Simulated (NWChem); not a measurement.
Species: SiBrF, singlet; SMILES [Si](F)Br

```xyz
3

Si     0.6446    -1.1609     0.0000
F     -0.7685    -1.9470     0.0000
Br    -0.0438     1.0207     0.0000
```
Atoms are numbered in this order, from 1.

Level: B3LYP/6-31G* (spherical d) (NWChem), optimised geometry, unscaled harmonic frequencies. Low-valent species are run as closed-shell singlets; no triplet was tried in these runs. This build's default masses of Se (78.918 u) and Br (79.917 u) are each other's, which moves their modes by up to 0.6 %.

Q: List the harmonic frequencies with IR intensities, and the thermochemistry.

A: 
```csv
frequency (cm⁻¹),IR intensity (km/mol)
207,1.8
406,121.6
882,122.7
```

The zero-point energy comes out as 2.1 kcal/mol and the thermal correction to the enthalpy at 298.15 K (with zero-point energy) comes out as 5.1 kcal/mol. The heat capacity Cv is 9.8 cal/(mol K) and the entropy at 298.15 K and 1 atm (symmetry number 1) comes out as 68.8 cal/(mol K). The dipole moment is 1.52 D.

Rigid rotor and harmonic oscillator.
